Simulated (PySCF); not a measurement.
## Oxygen: a sound run and one with changed settings

Sound run: O+ [He] 2s2 2p3, O(2+) [He] 2s2 2p2. Computed with PySCF 2.14 in cc-pVTZ-DK, with scalar relativity by spin-free X2C-1e. The sound run starts from symmetry-adapted Hartree-Fock orbitals and uses a fine grid where one is needed.

Changed run: 26 angular points. This setting is unsound on purpose.

```
species  method  sound run (hartree)  changed run (hartree)  converged
     O+     UHF            -74.42286              -74.42286        yes
     O+     LDA            -74.06135              -74.06135        yes
     O+    PBE0            -74.56037              -74.56037        yes
  O(2+)     UHF            -73.15288              -73.15288        yes
  O(2+)     LDA            -72.75421              -72.75449        yes
  O(2+)    PBE0            -73.26310              -73.26278        yes
```

Ionisation energy of O+:

```tsv
method	sound run (eV)	changed run (eV)
UHF	34.558	34.558
LDA	35.569	35.562
PBE0	35.301	35.309
```

A coarse angular grid integrates products of high-l functions wrongly, so density functionals can shift, and the SCF can exploit the error; Hartree-Fock and MP2 need no grid.

For comparison, NIST gives 35.121 eV between the lowest levels.
